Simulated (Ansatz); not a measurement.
`O[SiH](O)C[SiH](F)F` + `O[SiH](F)F` → `O[SiH](O)O[SiH](F)F` + `C[SiH](F)F`  (ligand exchange at the Si–C bond)

Gas-phase electronic energies from Ansatz, PBE0-D4/def2-TZVP geometries. CCSD(T)/CBS is the MP2 limit (def2-TZVPP, def2-QZVPP) plus CCSD(T) − MP2 in def2-TZVPP, frozen cores. This one scheme is used for every species. Functionals use def2-TZVPP. B3LYP here is the variant with VWN-RPA as its local correlation; programs differ in this. Each species was taken in one conformer, which may not be the lowest.

`O[SiH](O)C[SiH](F)F`:

Z-matrix (Å, degrees):
```
Si
O 1 1.637
C 1 1.882 2 108.9
O 1 1.637 2 114.8 3 122.4
H 1 1.474 2 105.8 3 -121.4
H 2 0.959 1 118.7 3 -42.3
Si 3 1.831 1 113.5 2 62.9
H 3 1.096 1 108.9 2 -175.6
H 3 1.096 1 108.9 2 -58.5
H 4 0.959 1 118.8 2 -80.1
F 7 1.599 3 108.7 1 57.1
F 7 1.599 3 108.7 1 -57.2
H 7 1.475 3 118.2 1 180.0
```

`O[SiH](F)F`:

Z-matrix (Å, degrees):
```
Si
F 1 1.584
F 1 1.584 2 105.5
O 1 1.614 2 111.2 3 -120.7
H 1 1.463 2 110.2 3 118.9
H 4 0.958 1 120.9 2 58.5
```

`O[SiH](O)O[SiH](F)F`:

Z-matrix (Å, degrees):
```
Si
O 1 1.629
O 1 1.634 2 111.8
O 1 1.634 2 113.1 3 117.0
H 1 1.470 2 105.8 3 -118.9
H 2 0.959 1 118.9 3 -54.7
Si 3 1.602 1 145.4 2 37.1
H 4 0.958 1 117.9 2 56.4
F 7 1.588 3 109.0 1 -3.4
F 7 1.579 3 109.6 1 -120.0
H 7 1.464 3 112.7 1 118.3
```

`C[SiH](F)F`:

Cartesian coordinates in Å:
```
C 0.986 -0.070 -0.022
Si -0.848 0.056 0.069
F -1.511 -1.112 -0.783
F -1.327 1.427 -0.579
H 1.327 -0.010 -1.058
H 1.327 -1.019 0.398
H 1.454 0.741 0.542
H -1.407 -0.014 1.434
```

| level | ΔE (kcal/mol) |
| --- | --- |
| B3LYP-D4 | -29.4 |
| r2SCAN | -28.6 |
| B3LYP | -30.5 |
| MP2/CBS(def2) | -28.8 |

(1) What does CCSD(T)/CBS give? (Best estimate.)

Largest T1 diagnostic among the species: 0.012.

Results:

(1) The calculation gave: -28.9 kcal/mol. The listed levels differ from it by -0.5, 0.3, -1.6, 0.1 kcal/mol.

The D4 term adds +1.2 kcal/mol with B3LYP and +0.6 kcal/mol with PBE0; it sums over pairs of atoms, weighted by their polarisabilities, and B3LYP, whose exchange is more repulsive, gets the larger term. From PBE to PBE0 (25 % exact exchange), in def2-TZVPP and without D4, ΔE moves by −1.4 kcal/mol. In def2-TZVPP, CCSD(T) changes the Hartree–Fock value by +6.7 kcal/mol (the triples alone add +1.1 kcal/mol) and MP2 by +6.9 kcal/mol.
